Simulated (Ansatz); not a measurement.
`C=C(F)B[SiH3]` and `C=C(F)F` differ in one atom or group.

Ansatz, PBE0-D4/def2-TZVP geometries, multiplicity 1. Each molecule was computed in one conformer, which needn't be the lowest.

```csv
property,`C=C(F)B[SiH3]`
HOMO–LUMO gap (ωB97M-V/def2-TZVPP) / eV,9.73
size of the dipole moment (ωB97M-V/def2-TZVPP) / D,2.07
LUMO energy (B3LYP/def2-TZVPP) / eV,-2.94
HOMO–LUMO gap (PBE0/def2-TZVPP) / eV,5.51
HOMO energy (ωB97M-V/def2-TZVPP) / eV,-10.50
LUMO energy (PBE0/def2-TZVPP) / eV,-2.77
```

Q: What does the change do to each property? (An estimate is asked.)

A: The calculation gave: 
```tsv
property	`C=C(F)F`	shift
HOMO–LUMO gap (ωB97M-V/def2-TZVPP) / eV	12.80	3.07
size of the dipole moment (ωB97M-V/def2-TZVPP) / D	1.14	-0.93
LUMO energy (B3LYP/def2-TZVPP) / eV	0.21	3.15
HOMO–LUMO gap (PBE0/def2-TZVPP) / eV	8.29	2.78
HOMO energy (ωB97M-V/def2-TZVPP) / eV	-10.06	0.44
LUMO energy (PBE0/def2-TZVPP) / eV	0.52	3.29
```

With PBE0 the HOMO rises by 0.51 eV and the LUMO rises by 3.29 eV, so the gap widens by about 2.78 eV. PBE moves the HOMO by 0.67 eV and ωB97M-V by 0.44 eV. Dipoles are sizes alone; their direction can turn.

B3LYP here is the variant with VWN-RPA as its local correlation; programs differ in this.
